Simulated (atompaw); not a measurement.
## What one change does to a pseudopotential (silver, PAW (atompaw))

Ag (Z = 47), PAW, made with atompaw 4.2.0.5 (LDA (PW92), scalar-relativistic). Core [Kr], reference 4d9 5s0 5p0 (charge +2). Waves: 5s (bound, empty): rc 2.65 bohr; 5s channel at -1.2 Ry: rc 2.65 bohr; 5p (bound, empty): rc 2.20 bohr; 5p channel at 4.1 Ry: rc 2.20 bohr; 4d (bound): rc 2.65 bohr; 4d channel at 1.35 Ry: rc 1.25 bohr. Local part: bessel scheme, radius 2.60 bohr. Core correction: smooth core density matched at 1.90 bohr. Augmentation charge: gaussian compensation charge, radius 2.10 bohr; PAW radius 2.65 bohr; waves and projectors: custom polynom2 7 10 vanderbiltortho.

All-electron outer shells of the reference configuration (LDA (PW92), scalar-relativistic, ld1.x):

| shell | level (eV) | outermost node (bohr) | outermost maximum (bohr) |
| --- | --- | --- | --- |
| 4p | -81.11 | 0.44 | 0.87 |
| 4d | -29.15 | 0.43 | 1.03 |
| 5s | -21.13 | 1.09 | 2.20 |
| 5p | -14.48 | 1.22 | 2.62 |

Change: augmentation gaussian compensation charge, radius 2.10 bohr; PAW radius 2.65 bohr; waves and projectors: custom polynom gramschmidtortho.

Cutoffs: the cutoffs (Ry, on a coarse ladder) from which the occupation-weighted sum of valence levels, in a spherical-Bessel basis at the reference potential, stays within 10 and 1 mRy of its value at 400 Ry; they do not see the model core or the augmentation charge, which bear on the density cutoff.

**Question.** What does the change do?

**Answer.** The potential gets softer (30 Ry and 70 Ry → 15 Ry and 30 Ry); the range in which the d phases agree widens (upper end 0.2 → at the end of the scan); neither file shows a bound ghost.

```csv
quantity,base,changed
"cutoff, loose",30 Ry,15 Ry
"cutoff, tight",70 Ry,30 Ry
bound ghosts,none,none
s: phases at 2.66 bohr within 0.05 rad from the reference energy up to (Ry; the scan ends near 5),2.0,2.2
p: phases at 2.66 bohr within 0.05 rad from the reference energy up to (Ry; the scan ends near 5),5.0,to the end of the scan
d: phases at 2.66 bohr within 0.05 rad from the reference energy up to (Ry; the scan ends near 5),0.2,to the end of the scan
lowest overlap eigenvalue by channel,"s 0.91, p 0.43, d 1.00","s 0.21, p 0.43, d 0.86"
```

 The cutoffs see the waves, projectors and local potential, not the compensation charge or the core.
